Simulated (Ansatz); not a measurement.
```yaml
crystal:
  periodic: [false, false, false]
  atoms:
    - {symbol: O, position_ang: [0.655218, -2.060686, -0.996314]}
    - {symbol: Hf, position_ang: [0.236220, -0.539322, 0.199940]}
    - {symbol: F, position_ang: [0.690963, -1.284186, 1.940423]}
    - {symbol: C, position_ang: [-1.930512, 0.364996, -0.745104]}
    - {symbol: C, position_ang: [-1.837798, 0.861296, 0.580058]}
    - {symbol: C, position_ang: [-1.952451, -0.228462, 1.460055]}
    - {symbol: C, position_ang: [-2.110292, -1.400788, 0.689237]}
    - {symbol: C, position_ang: [-2.114609, -1.028502, -0.670293]}
    - {symbol: C, position_ang: [2.379072, 0.716510, 0.766089]}
    - {symbol: C, position_ang: [2.602462, 0.078515, -0.467214]}
    - {symbol: C, position_ang: [1.752659, 0.673014, -1.428109]}
    - {symbol: C, position_ang: [1.000218, 1.672233, -0.783164]}
    - {symbol: Xx, position_ang: [1.377921, 1.691819, 0.581401]}
    - {symbol: H, position_ang: [0.097579, -2.825213, -1.131623]}
    - {symbol: H, position_ang: [-1.892748, 0.951411, -1.650827]}
    - {symbol: H, position_ang: [-1.706938, 1.895346, 0.861845]}
    - {symbol: H, position_ang: [-1.875532, -0.188461, 2.536066]}
    - {symbol: H, position_ang: [-2.194758, -2.404707, 1.078458]}
    - {symbol: H, position_ang: [-2.209949, -1.694405, -1.514834]}
    - {symbol: H, position_ang: [2.840514, 0.455772, 1.706295]}
    - {symbol: H, position_ang: [3.268920, -0.751833, -0.643936]}
    - {symbol: H, position_ang: [1.674097, 0.382758, -2.465085]}
    - {symbol: H, position_ang: [0.268813, 2.316585, -1.247100]}
    - {symbol: H, position_ang: [0.980903, 2.346298, 1.343715]}
basis:
  gaussian: {orbitals: def2-SVP}
hamiltonian: {xc: {name: SPW92}}
```

```sh
$ ansatz run in.yaml --threads 11 --pin off --events-out ev --progress --plain --max-ram 110592MiB --backend cpu
```

Output, abridged:

```
Error: YAML parse error: error: line 16 column 16: `Xx` is not an element symbol (H … Og, case-exact)
14 |     - {symbol: C, position_ang: [1.752659, 0.673014, -1.428109]}
15 |     - {symbol: C, position_ang: [1.000218, 1.672233, -0.783164]}
16 |     - {symbol: Xx, position_ang: [1.377921, 1.691819, 0.581401]}
17 |     - {symbol: H, position_ang: [0.097579, -2.825213, -1.131623]}
18 |     - {symbol: H, position_ang: [-1.892748, 0.951411, -1.650827]}
```

Problem. What is wrong with this run?

Solution. An element symbol is wrong. The program refused the input.
